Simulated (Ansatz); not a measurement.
Program: Ansatz. Geometries: PBE0-D4/def2-TZVP. ΔE: electronic, gas phase. CCSD(T)/CBS adds triple-zeta CCSD(T) − MP2 to the extrapolated MP2 energy (def2 sets, frozen cores). This one scheme is used for every species. Functionals use def2-TZVPP. B3LYP here is the variant with VWN-RPA as its local correlation; programs differ in this. For Ga outer-core shells are correlated without core-valence functions, which leaves a few kJ/mol of doubt a bond. Scalar relativity is left out up to krypton. One conformer a species, not always the lowest.

`C/C(O)=[CH]/[GaH2]` + `C=N` → `C=[N][GaH2]` + `C=C(C)O`  (ligand exchange at a Ga–C bond)

`C/C(O)=[CH]/[GaH2]`:

```xyz
12

C    -1.921   -0.436    0.016
C    -0.504   -0.036   -0.207
O    -0.348    0.462   -1.449
C     0.490   -0.151    0.699
Ga    2.302    0.381    0.363
H    -2.218   -1.182   -0.726
H    -2.577    0.428   -0.119
H    -2.062   -0.844    1.014
H     0.579    0.717   -1.574
H     0.200   -0.573    1.655
H     3.460    0.253    1.402
H     2.599    0.983   -1.075
```

`C=N`:

Z-matrix (Å, degrees):
```
C
N 1 1.261
H 1 1.096 2 124.9
H 1 1.092 2 118.8 3 -180.0
H 2 1.021 1 111.0 3 -0.0
```

`C=[N][GaH2]`:

Cartesian coordinates in Å:
```
C 1.065 -0.572 -0.873
N 0.277 0.099 -0.187
Ga -1.087 0.581 0.891
H 0.988 -1.664 -0.992
H 1.903 -0.104 -1.413
H -0.751 0.650 2.408
H -2.395 1.010 0.166
```

`C=C(C)O`:

```xyz
10

C     0.117    0.843   -1.052
C     0.135   -0.161   -0.179
C    -0.449   -0.118    1.188
O     0.700   -1.372   -0.427
H     0.562    0.752   -2.038
H    -0.348    1.783   -0.795
H    -1.208   -0.897    1.297
H     0.325   -0.313    1.935
H    -0.902    0.851    1.388
H     1.068   -1.369   -1.316
```

```json
{"level": "PBE-D4", "ΔE (kJ/mol)": "-11.0", "difference from CCSD(T)/CBS": "-2.3"}
{"level": "r2SCAN-D4", "ΔE (kJ/mol)": "-13.9", "difference from CCSD(T)/CBS": "-5.2"}
{"level": "PBE0-D4", "ΔE (kJ/mol)": "-8.3", "difference from CCSD(T)/CBS": "0.4"}
{"level": "B3LYP-D4", "ΔE (kJ/mol)": "-15.9", "difference from CCSD(T)/CBS": "-7.2"}
{"level": "ωB97X-V", "ΔE (kJ/mol)": "-11.4", "difference from CCSD(T)/CBS": "-2.7"}
{"level": "ωB97M-V", "ΔE (kJ/mol)": "-9.8", "difference from CCSD(T)/CBS": "-1.1"}
{"level": "B2PLYP", "ΔE (kJ/mol)": "-16.7", "difference from CCSD(T)/CBS": "-8.0"}
{"level": "PBE", "ΔE (kJ/mol)": "-13.8", "difference from CCSD(T)/CBS": "-5.1"}
{"level": "r2SCAN", "ΔE (kJ/mol)": "-14.7", "difference from CCSD(T)/CBS": "-6.0"}
{"level": "PBE0", "ΔE (kJ/mol)": "-10.8", "difference from CCSD(T)/CBS": "-2.1"}
{"level": "B3LYP", "ΔE (kJ/mol)": "-20.4", "difference from CCSD(T)/CBS": "-11.7"}
{"level": "HF/def2-TZVPP", "ΔE (kJ/mol)": "-19.8", "difference from CCSD(T)/CBS": "-11.1"}
{"level": "MP2/def2-TZVPP", "ΔE (kJ/mol)": "-8.3", "difference from CCSD(T)/CBS": "0.4"}
{"level": "SCS-MP2/def2-TZVPP", "ΔE (kJ/mol)": "-12.0", "difference from CCSD(T)/CBS": "-3.3"}
{"level": "CCSD/def2-TZVPP", "ΔE (kJ/mol)": "-10.9", "difference from CCSD(T)/CBS": "-2.2"}
{"level": "CCSD(T)/def2-TZVPP", "ΔE (kJ/mol)": "-9.2", "difference from CCSD(T)/CBS": "-0.5"}
{"level": "HF/def2-QZVPP", "ΔE (kJ/mol)": "-21.0", "difference from CCSD(T)/CBS": "-12.3"}
{"level": "MP2/def2-QZVPP", "ΔE (kJ/mol)": "-8.4", "difference from CCSD(T)/CBS": "0.3"}
{"level": "SCS-MP2/def2-QZVPP", "ΔE (kJ/mol)": "-12.3", "difference from CCSD(T)/CBS": "-3.6"}
{"level": "HF/CBS(def2)", "ΔE (kJ/mol)": "-21.2", "difference from CCSD(T)/CBS": "-12.5"}
{"level": "MP2/CBS(def2)", "ΔE (kJ/mol)": "-7.8", "difference from CCSD(T)/CBS": "0.9"}
{"level": "CCSD/CBS(def2)", "ΔE (kJ/mol)": "-10.4", "difference from CCSD(T)/CBS": "-1.7"}
{"level": "CCSD(T)/CBS", "ΔE (kJ/mol)": "-8.7", "difference from CCSD(T)/CBS": "0"}
```

Largest T1 diagnostic among the species: 0.017.

The D4 term adds +4.5 kJ/mol with B3LYP and +2.5 kJ/mol with PBE0; it sums over pairs of atoms, weighted by their polarisabilities, and B3LYP, whose exchange is more repulsive, gets the larger term. In def2-TZVPP, CCSD(T) changes the Hartree–Fock value by +10.5 kJ/mol (the triples alone add +1.7 kJ/mol) and MP2 by +11.5 kJ/mol.
